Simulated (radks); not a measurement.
Spherical quantum dot in the effective-mass picture: electrons in a well V = -V0 / (1 + exp((r - R)/a)) with V0 = 8.44, R = 6.8, a = 0.27, with a point charge +2 (a donor) at the centre, all in effective atomic units (hartree* = m*/eps^2 hartree, bohr* = eps/m* bohr), one dielectric constant everywhere. Calculated with a radial shooting solver with Libxc functionals: non-relativistic Kohn-Sham, LDA (Slater exchange, Perdew-Wang correlation), spin-polarised, spherical densities. Levels are named by radial order and angular momentum (1s, 1p, 1d, 2s, ...), and open shells are averaged over m. Results are scaled to m* = 0.13 and eps = 9.3, for which hartree* = 40.9 meV and bohr* = 3.786 nm.

N = 13, configuration 1s2 1p6 1d(up 3, down 0) 2s2. This is the lowest configuration that the search found. Occupied and some empty levels:

| level | occupation | eigenvalue (meV) | <r> (nm) |
|---|---|---|---|
| 1s up | 1 | -266.22 | 4.190 |
| 1s down | 1 | -266.18 | 4.090 |
| 2s up | 1 | -256.32 | 16.68 |
| 2s down | 1 | -255.26 | 16.73 |
| 1p up | 3 | -254.73 | 17.24 |
| 1p down | 3 | -253.64 | 17.19 |
| 1d up | 3 | -250.34 | 17.91 |
| 1d down | 0 | -249.22 | 17.90 |
| 1f up | 0 | -244.44 | 18.44 |
| 1f down | 0 | -243.30 | 18.45 |
| 1g up | 0 | -237.13 | 18.90 |
| 1g down | 0 | -236.00 | 18.91 |
| 2p up | 0 | -233.72 | 12.75 |
| 2p down | 0 | -233.15 | 12.70 |

Energy (meV): total -4059.51, kinetic 227.27, external -4931.6, Hartree 780.93, exchange-correlation -136.15.
